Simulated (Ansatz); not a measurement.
TiSe₂⁺. Charge 1, multiplicity 2. Geometry PBE0-D4/def2-TZVP.

```
atom   x (Å)   y (Å)   z (Å)
 Ti1   0.937  -0.451   0.042
 Se2  -1.137  -1.121   0.420
 Se3   0.200   1.572  -0.462
```

The 6-31G sets use Cartesian d functions. B3LYP takes the VWN-RPA correlation. At HF/STO-3G, HF/6-31G, B3LYP-D4/6-31G, PBE0-D4/def2-SVP the charge 1 doublet is spin-contaminated (final ⟨S²⟩ up to 2.39, 0.75 for a pure state). The order of the spin states hangs on the level: the quartet lies 0.36 eV below the doublet at PBE0-D4/def2-TZVP, but 0.38 eV above it at HF/STO-3G. The doublet is doubtful at HF/STO-3G (⟨S²⟩ 1.17, where a pure state has 0.75). The structure comes from a short search, and lower isomers may exist.

Q: Estimate the α-spin orbital energies around the gap (eV) in Ansatz with HF/STO-3G, HF/6-31G, r2SCAN-D4/def2-TZVP, B3LYP-D4/6-31G, PBE0-D4/def2-SVP.

A: 
```json
{"orbital": "HOMO−13", "HF/STO-3G": "-51.34", "HF/6-31G": "-75.70", "r2SCAN-D4/def2-TZVP": "-60.01", "B3LYP-D4/6-31G": "-61.35", "PBE0-D4/def2-SVP": "-63.75"}
{"orbital": "HOMO−12", "HF/STO-3G": "-51.34", "HF/6-31G": "-75.68", "r2SCAN-D4/def2-TZVP": "-60.01", "B3LYP-D4/6-31G": "-61.33", "PBE0-D4/def2-SVP": "-63.74"}
{"orbital": "HOMO−11", "HF/STO-3G": "-51.25", "HF/6-31G": "-75.67", "r2SCAN-D4/def2-TZVP": "-60.01", "B3LYP-D4/6-31G": "-61.33", "PBE0-D4/def2-SVP": "-63.74"}
{"orbital": "HOMO−10", "HF/STO-3G": "-51.25", "HF/6-31G": "-53.65", "r2SCAN-D4/def2-TZVP": "-45.51", "B3LYP-D4/6-31G": "-47.36", "PBE0-D4/def2-SVP": "-47.71"}
{"orbital": "HOMO−9", "HF/STO-3G": "-51.24", "HF/6-31G": "-53.40", "r2SCAN-D4/def2-TZVP": "-45.43", "B3LYP-D4/6-31G": "-47.34", "PBE0-D4/def2-SVP": "-47.65"}
{"orbital": "HOMO−8", "HF/STO-3G": "-51.23", "HF/6-31G": "-52.74", "r2SCAN-D4/def2-TZVP": "-45.10", "B3LYP-D4/6-31G": "-47.02", "PBE0-D4/def2-SVP": "-47.31"}
{"orbital": "HOMO−7", "HF/STO-3G": "-27.10", "HF/6-31G": "-30.83", "r2SCAN-D4/def2-TZVP": "-22.84", "B3LYP-D4/6-31G": "-24.10", "PBE0-D4/def2-SVP": "-24.40"}
{"orbital": "HOMO−6", "HF/STO-3G": "-25.93", "HF/6-31G": "-30.00", "r2SCAN-D4/def2-TZVP": "-22.23", "B3LYP-D4/6-31G": "-23.41", "PBE0-D4/def2-SVP": "-23.75"}
{"orbital": "HOMO−5", "HF/STO-3G": "-15.75", "HF/6-31G": "-17.92", "r2SCAN-D4/def2-TZVP": "-13.52", "B3LYP-D4/6-31G": "-14.24", "PBE0-D4/def2-SVP": "-14.54"}
{"orbital": "HOMO−4", "HF/STO-3G": "-14.95", "HF/6-31G": "-17.19", "r2SCAN-D4/def2-TZVP": "-12.86", "B3LYP-D4/6-31G": "-13.58", "PBE0-D4/def2-SVP": "-13.83"}
{"orbital": "HOMO−3", "HF/STO-3G": "-14.38", "HF/6-31G": "-16.54", "r2SCAN-D4/def2-TZVP": "-12.71", "B3LYP-D4/6-31G": "-13.47", "PBE0-D4/def2-SVP": "-13.74"}
{"orbital": "HOMO−2", "HF/STO-3G": "-14.36", "HF/6-31G": "-16.49", "r2SCAN-D4/def2-TZVP": "-12.55", "B3LYP-D4/6-31G": "-13.28", "PBE0-D4/def2-SVP": "-13.50"}
{"orbital": "HOMO−1", "HF/STO-3G": "-13.32", "HF/6-31G": "-15.99", "r2SCAN-D4/def2-TZVP": "-11.97", "B3LYP-D4/6-31G": "-12.65", "PBE0-D4/def2-SVP": "-12.85"}
{"orbital": "HOMO", "HF/STO-3G": "-12.76", "HF/6-31G": "-15.10", "r2SCAN-D4/def2-TZVP": "-11.32", "B3LYP-D4/6-31G": "-11.94", "PBE0-D4/def2-SVP": "-12.18"}
{"orbital": "LUMO", "HF/STO-3G": "-3.43", "HF/6-31G": "-4.63", "r2SCAN-D4/def2-TZVP": "-9.43", "B3LYP-D4/6-31G": "-8.92", "PBE0-D4/def2-SVP": "-8.36"}
{"orbital": "LUMO+1", "HF/STO-3G": "-0.63", "HF/6-31G": "-2.84", "r2SCAN-D4/def2-TZVP": "-9.14", "B3LYP-D4/6-31G": "-8.54", "PBE0-D4/def2-SVP": "-8.07"}
{"orbital": "LUMO+2", "HF/STO-3G": "-0.51", "HF/6-31G": "-2.65", "r2SCAN-D4/def2-TZVP": "-8.71", "B3LYP-D4/6-31G": "-8.10", "PBE0-D4/def2-SVP": "-7.68"}
{"orbital": "LUMO+3", "HF/STO-3G": "-0.34", "HF/6-31G": "-2.35", "r2SCAN-D4/def2-TZVP": "-8.60", "B3LYP-D4/6-31G": "-8.09", "PBE0-D4/def2-SVP": "-7.67"}
{"orbital": "LUMO+4", "HF/STO-3G": "0.55", "HF/6-31G": "-0.19", "r2SCAN-D4/def2-TZVP": "-7.71", "B3LYP-D4/6-31G": "-7.41", "PBE0-D4/def2-SVP": "-7.05"}
{"orbital": "LUMO+5", "HF/STO-3G": "1.23", "HF/6-31G": "-0.01", "r2SCAN-D4/def2-TZVP": "-6.68", "B3LYP-D4/6-31G": "-6.75", "PBE0-D4/def2-SVP": "-6.39"}
{"orbital": "β HOMO", "HF/STO-3G": "-12.30", "HF/6-31G": "-13.96", "r2SCAN-D4/def2-TZVP": "-11.83", "B3LYP-D4/6-31G": "-12.53", "PBE0-D4/def2-SVP": "-12.72"}
{"orbital": "β LUMO", "HF/STO-3G": "-3.58", "HF/6-31G": "-5.91", "r2SCAN-D4/def2-TZVP": "-10.02", "B3LYP-D4/6-31G": "-9.77", "PBE0-D4/def2-SVP": "-9.38"}
```
